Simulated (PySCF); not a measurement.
C2H12OSi3, SMILES CO[Si@@H]([SiH3])C[SiH3].

The structure is a stationary point at PBE-D3(BJ)/def2-SVP. The structure was generated by enumeration; whether it is a known compound was not checked. The values are those of a single conformer.

Method: PBE-D3(BJ)/def2-SVP in PySCF.

Frequencies are harmonic and unscaled.

Computed harmonic wavenumbers and intensities:
```tsv
mode	ν (cm⁻¹)	IR (km/mol)	moving atoms (share of kinetic energy)
1	40	0.4	Si 41 %, H 39 %, C 20 %
2	65	0.9	C 38 %, H 28 %, Si 24 %, O 10 %
3	79	0.1	H 85 %, Si 13 %
4	90	0.5	H 57 %, Si 25 %, C 13 %
5	104	0.6	H 58 %, Si 20 %, C 17 %
6	118	1.2	H 48 %, Si 22 %, O 16 %, C 14 %
7	142	0.9	H 75 %, Si 16 %
8	174	2.8	H 37 %, Si 31 %, C 27 %
9	224	7.3	H 29 %, O 27 %, Si 26 %, C 18 %
10	270	9.3	O 44 %, Si 33 %, H 15 %, C 8 %
11	400	5.0	Si 57 %, H 32 %
12	454	10.9	H 91 %
13	494	9.1	H 80 %, Si 15 %
14	508	8.3	H 74 %, Si 24 %
15	540	0.7	H 59 %, Si 31 %, C 10 %
16	662	2.6	H 81 %, C 13 %
17	697	61.6	H 44 %, C 34 %, Si 21 %
18	725	17.2	C 30 %, Si 26 %, H 24 %, O 20 %
19	743	136.1	H 39 %, Si 25 %, C 20 %, O 17 %
20	770	313.6	H 64 %, Si 21 %, C 12 %
21	824	115.9	H 78 %, C 12 %, Si 9 %
22	845	29.4	H 82 %, Si 13 %
23	897	150.3	H 91 %, Si 8 %
24	901	49.8	H 97 %
25	903	57.0	H 97 %
26	912	44.5	H 97 %
27	918	23.8	H 97 %
28	981	3.6	H 95 %
29	1017	96.1	H 60 %, C 36 %
30	1106	226.6	O 43 %, C 36 %, H 19 %
31	1132	0.6	H 76 %, C 19 %
32	1163	72.4	H 58 %, C 22 %, O 19 %
33	1327	4.2	H 92 %
34	1418	2.3	H 95 %
35	1423	17.8	H 93 %
36	1424	3.5	H 93 %
37	2107	91.7	H 97 %
38	2147	28.9	H 99 %
39	2158	49.9	H 98 %
40	2160	108.4	H 96 %
41	2165	142.4	H 96 %
42	2166	90.7	H 96 %
43	2170	75.0	H 96 %
44	2908	82.3	H 97 %
45	2975	38.2	H 90 %, C 10 %
46	2980	3.0	H 95 %
47	3036	30.2	H 91 %, C 9 %
48	3047	0.1	H 91 %, C 9 %
```
